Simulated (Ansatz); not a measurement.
`O[SiH](Cl)[SiH2][SiH3]` → `[SiH3]O[SiH]([SiH3])Cl`  (isomerisation)

Isolated molecules relaxed with PBE0-D4/def2-TZVP in Ansatz; ΔE leaves out vibrations. CCSD(T)/CBS is the MP2 limit (def2-TZVPP, def2-QZVPP) plus CCSD(T) − MP2 in def2-TZVPP, frozen cores. Functionals use def2-TZVPP. Each species was taken in one conformer, which may not be the lowest.

`O[SiH](Cl)[SiH2][SiH3]`:

Z-matrix (Å, degrees):
```
Si
Cl 1 2.069
Si 1 2.340 2 105.5
O 1 1.639 2 110.6 3 -124.1
H 1 1.479 2 107.2 3 121.8
Si 3 2.339 1 109.8 2 51.2
H 3 1.490 1 109.7 2 173.2
H 3 1.492 1 108.1 2 -69.0
H 4 0.959 1 118.2 2 65.5
H 6 1.488 3 109.5 1 54.2
H 6 1.485 3 109.7 1 -65.4
H 6 1.487 3 110.6 1 174.0
```

`[SiH3]O[SiH]([SiH3])Cl`:

```xyz
12

Si   -2.051   -0.177    1.000
O    -0.439   -0.495    1.032
Si    1.033    0.064    0.624
Si    1.403   -0.108   -1.681
Cl    1.168    2.065    1.118
H    -2.757   -1.407    1.430
H    -2.466    0.186   -0.380
H    -2.367    0.941    1.922
H     2.032   -0.647    1.454
H     2.753    0.423   -2.008
H     1.318   -1.529   -2.111
H     0.371    0.684   -2.401
```

```
         level  ΔE (kJ/mol)
    r2SCAN0-D4        -89.4
MP2/def2-TZVPP       -100.4
```

(1) What does CCSD(T)/CBS give? (Best estimate.)

(2) What do rigid-rotor, harmonic-oscillator terms from PBE0-D4/def2-TZVP frequencies (298.15 K, 1 bar) make of the CCSD(T)/CBS value? (Estimate.)

Largest T1 diagnostic among the species: 0.013.

Answers

(1) Ansatz gave: -94.3 kJ/mol. The listed levels differ from it by 4.9, -6.1 kJ/mol.

(2) Ansatz gave: ΔZPE = -3.4 kJ/mol, ΔH = -98.1 kJ/mol, ΔS = 9 J/(mol·K), ΔG = -100.7 kJ/mol. Modes under 50 cm⁻¹ make the entropy rough.

From r2SCAN to r2SCAN0 (25 % exact exchange), in def2-TZVPP and without D4, ΔE moves by −4.0 kJ/mol. In def2-TZVPP, CCSD(T) changes the Hartree–Fock value by +29.9 kJ/mol (the triples alone add +4.5 kJ/mol) and MP2 by +24.2 kJ/mol.

CCSD(T)/CBS has its own doubt, a few kJ/mol and more with outer-core shells, so smaller differences from it don't rank the levels.
